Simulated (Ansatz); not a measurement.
A nudged elastic band was laid between two geometries of AlClH6O2Si2 + H2 (14 atoms, charge 0, multiplicity 1).

Method: Ansatz, RKS PBE/6-31G*.

```yaml
movable_images: 9
climbing_image: yes
spring: 5.0 eV/Å²
optimiser: quadratic models (default)
start_path: through a guess of the saddle point
force_threshold: 0.05 eV/Å
iteration_limit: 60
end_points: relaxed
```

Image 0:

```xyz
14
Properties=species:S:1:pos:R:3
Al -0.413 -0.201 0.085
O -0.550 -0.474 1.762
Si -1.482 -0.646 3.129
H -2.680 -1.513 2.866
H -0.654 -1.284 4.204
H -1.957 0.691 3.620
O 0.996 -0.620 -0.761
Si 2.412 -1.337 -1.241
H 2.125 -2.600 -2.000
H 3.174 -0.398 -2.130
H 3.274 -1.678 -0.058
Cl -2.085 0.467 -1.012
H 0.584 2.061 0.237
H 0.337 1.956 0.945
```

Image 10:

```xyz
14
Properties=species:S:1:pos:R:3
Al -0.014 0.827 -0.088
O -0.229 0.632 1.877
Si -1.129 -0.610 2.717
H -0.773 -1.867 2.009
H -0.612 -0.585 4.120
H -2.588 -0.305 2.692
O 1.362 -0.153 -0.446
Si 2.070 -1.521 -1.042
H 1.094 -2.399 -1.778
H 3.183 -1.168 -1.987
H 2.665 -2.335 0.077
Cl -1.914 -0.012 -0.690
H 0.145 2.414 -0.131
H -0.180 1.506 2.316
```

Problem. What changes between the two ends?

Solution. Bonds broken: H13–H14. Bonds formed: Al1–H13, O2–H14. AlClH6O2Si2 + H2 becomes AlClH8O2Si2.

Problem. What energy profile does the band end with?

Solution. It converged. The highest image is number 6 of 0 to 10, 90.2 kJ/mol above the first end and 57.5 kJ/mol above the last; the last end lies 32.7 kJ/mol above the first. A structure lower than the last end lies on the path between it and the top, so the climb from that side starts below the end, which may itself be a saddle point or a shallow side well. A vibrational analysis at the climbing image gives one clearly imaginary mode, 1156i cm⁻¹: a first-order saddle point. The orbitals stay closed-shell, which can raise the energy where a bond breaks towards radicals; this wasn't checked here.

| image | path coordinate (Å) | energy (kJ/mol) | H13–H14 (Å) | Al1–H13 (Å) | O2–H14 (Å) |
| --- | --- | --- | --- | --- | --- |
| 0 | 0.00 | 0.0 | 0.76 | 2.48 | 2.71 |
| 1 | 0.70 | -0.1 | 0.76 | 2.43 | 2.72 |
| 2 | 1.39 | 0.1 | 0.76 | 2.40 | 2.67 |
| 3 | 2.09 | 0.1 | 0.76 | 2.38 | 2.60 |
| 4 | 2.78 | 1.0 | 0.76 | 2.31 | 2.46 |
| 5 | 3.48 | 16.5 | 0.77 | 2.11 | 1.93 |
| 6 | 4.18 | 90.2 | 1.11 | 1.75 | 1.23 |
| 7 | 5.12 | 40.0 | 2.17 | 1.61 | 0.99 |
| 8 | 6.05 | 32.5 | 2.74 | 1.60 | 0.98 |
| 9 | 6.99 | 32.0 | 2.96 | 1.59 | 0.98 |
| 10 | 7.92 | 32.7 | 2.63 | 1.60 | 0.98 |

Problem. What is the geometry of the highest image?

Solution. 
```xyz
14
Properties=species:S:1:pos:R:3
Al -0.036 0.253 0.089
O -0.302 0.136 1.928
Si -1.422 -0.406 3.097
H -1.730 -1.837 2.797
H -0.787 -0.273 4.444
H -2.666 0.423 3.036
O 1.420 -0.433 -0.475
Si 2.357 -1.426 -1.415
H 1.543 -2.124 -2.467
H 3.430 -0.625 -2.094
H 3.015 -2.470 -0.558
Cl -1.842 0.032 -1.003
H 0.178 1.882 0.681
H -0.076 1.292 1.586
```

The run took 11 min on 4 threads of Arm Neoverse N1 (shared host), peak memory 0.2 GiB.
